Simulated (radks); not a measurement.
Results of a calculation; reference values are marked as such.
The fluorine ion F5+, configuration [He] 2s2. Level of theory: scalar-relativistic Kohn-Sham, PBE, spin-polarised, spherical densities, finite nucleus; Fermi nuclear charge, rms radius 2.8976 fm (a radial shooting solver on a logarithmic mesh with Libxc functionals).

Unscreened Slater integrals over Kohn-Sham orbitals (cm^-1). They are taken over the spin-up orbitals.

| integral | value |
|---|---|
| F0(2s,2s) | 246520 |
| F0(2s,1s) | 345100 |
| G0(2s,1s) | 31158 |
| F0(1s,1s) | 1178200 |
